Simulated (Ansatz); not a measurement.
## One elementary step

Start structure (Si2NH9S, closed shell), relaxed at PBE0-D4/def2-TZVP:

Si1  (-1.436, 0.430, 1.281)
S2  (0.614, 0.384, 1.931)
H3  (-1.893, -0.932, 1.643)
H4  (-2.162, 1.488, 2.025)
N5  (-1.738, 0.731, -0.373)
H6  (2.735, -1.428, -0.167)
Si7  (1.791, -1.112, -1.263)
H8  (0.859, 1.675, 1.652)
H9  (-1.356, 0.126, -1.083)
H10  (-1.821, 1.678, -0.705)
H11  (0.448, -1.672, -0.958)
H12  (1.683, 0.356, -1.453)
H13  (2.278, -1.725, -2.528)
(Å)

The step: SiNH₅S ([NH2][SiH2][SH]) + SiH₄ → Si₂NH₇ ([NH2][SiH2][SiH3]) + H₂S; bonds formed: Si1–Si7, S2–H6; bonds broken: Si1–S2, H6–Si7. Ansatz 0.2.0; basis: def2-TZVPP and def2-QZVPP; cores frozen in the correlated methods. Extrapolation: Hartree–Fock as exp(−7.88 √X), correlation as X^−2.97. Energies below are by CCSD(T) at an estimated basis limit (MP2 extrapolated from triple and quadruple zeta, plus CCSD(T) − MP2 in triple zeta).

(1) What are the electronic barrier and the energy of the step, from the start structure to the end structure? (To be estimated.)

T1 diagnostic: at most 0.014.

Answers

(1) Computed: Barrier 2.654 eV; step energy 0.797 eV (uphill); reverse barrier, their difference, 1.858 eV. Barrier and step energy count from the start structure, the reverse barrier from the end structure.

The saddle point: One imaginary mode of 815i cm⁻¹.
```json
{"pair": "Si1–Si7", "start (Å)": "4.39", "saddle (Å)": "2.61", "end (Å)": "2.35"}
{"pair": "S2–H6", "start (Å)": "3.49", "saddle (Å)": "1.84", "end (Å)": "1.34"}
{"pair": "Si1–S2", "start (Å)": "2.15", "saddle (Å)": "2.55", "end (Å)": "3.72"}
{"pair": "H6–Si7", "start (Å)": "1.48", "saddle (Å)": "1.76", "end (Å)": "3.83"}
```

Zero-point energy (harmonic, PBE0-D4): ZPE is 2.316 eV at the start and 2.278 eV at the saddle, so the barrier goes from 2.654 to 2.617 eV.

Labels in which every atom is bracketed show which atoms are joined, not bond orders.

For scale, one of the runs: CCSD(T)/def2-TZVPP, 283 basis functions, launched by `ansatz run in.yaml --threads 8 --pin off --events-out ev --progress --plain --max-ram 19148MiB`. Time: 74 s of wall clock on 8 CPU threads of an AMD EPYC 7R43; the host was shared. Peak host memory: 7.6 GiB.
